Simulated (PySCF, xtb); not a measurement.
C3H5BO2, SMILES OB1CC=CO1. Atoms are numbered in the order given.

```xyz
11

O     -0.1112    -2.1180     0.0000
B      0.0034    -0.7613     0.0000
C      1.2669     0.2158     0.0000
C      0.5491     1.5459     0.0000
C     -0.7837     1.3319     0.0000
O     -1.1679    -0.0008     0.0000
H      0.7572    -2.5543     0.0000
H      1.9270     0.0789    -0.8868
H      1.9270     0.0789     0.8868
H      1.0222     2.5373     0.0000
H     -1.6119     2.0548     0.0000
```
Charge 0, spin multiplicity 1.

Geometry: PBE-D3(BJ)/def2-SVP. One conformer was computed; it need not be the lowest.

Calculation: IEF-PCM-B3LYP/def2-SVP (PySCF).

The values are the electrostatic part of the solvation free energy, E(continuum) − E(gas) at the gas-phase geometry, in a cavity of scaled van der Waals radii (PySCF's table); cavitation and dispersion terms are not included. In vacuum the orbital gap is 6.51 eV. The dipole moment in vacuum is 2.51 D.

Computed values in water (ε = 78.36), ethanol (ε = 24.85), chloroform (ε = 4.71):
| solvent | ε | ΔG(elec) (kcal/mol) | dipole (D) | gap (eV) |
|---|---|---|---|---|
| water | 78.36 | -6.4 | 3.22 | 6.58 |
| ethanol | 24.85 | -6.1 | 3.18 | 6.58 |
| chloroform | 4.71 | -4.4 | 2.99 | 6.56 |

For comparison, GFN2-xTB/ALPB(water) (xtb, at the GFN2-xTB geometry, all terms of that model) gives -5.8 kcal/mol.
